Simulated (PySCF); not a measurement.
SMILES [SiH2](C)/C=C/[SiH2]N (C3H11NSi2), singlet (GFN2-xTB optimised geometry):

```
17

Si    -2.390     0.288     0.000
C     -3.006    -0.588    -1.571
C     -0.507     0.288     0.000
C      0.275    -0.306     0.900
Si     2.166    -0.308     0.873
N      2.890     0.622    -0.387
H     -2.877     1.677     0.000
H     -2.890    -0.410     1.191
H     -2.665    -1.619    -1.609
H     -2.648    -0.090    -2.468
H     -4.091    -0.597    -1.613
H     -0.020     0.819    -0.814
H     -0.210    -0.833     1.715
H      2.662     0.282     2.118
H      2.642    -1.677     0.655
H      2.796     0.305    -1.339
H      2.802     1.625    -0.357
```

Calculation: PBE0/def2-SVP in PySCF 2.14.0.

What are the frontier orbital energies and the dipole moment?

HOMO-2 -8.30 eV, HOMO-1 -7.71 eV, HOMO -7.15 eV, LUMO -0.47 eV, LUMO+1 1.05 eV; dipole moment 1.43 D.

Meta-Löwdin charges at PBE0/def2-SVP: Si1 0.62, C2 -0.54, C3 -0.31, C4 -0.33, Si5 0.73, N6 -0.68, H7 -0.11, H8 -0.11, H9 0.12, H10 0.11, H11 0.12, H12 0.09, H13 0.10, H14 -0.12, H15 -0.12, H16 0.21, H17 0.22.
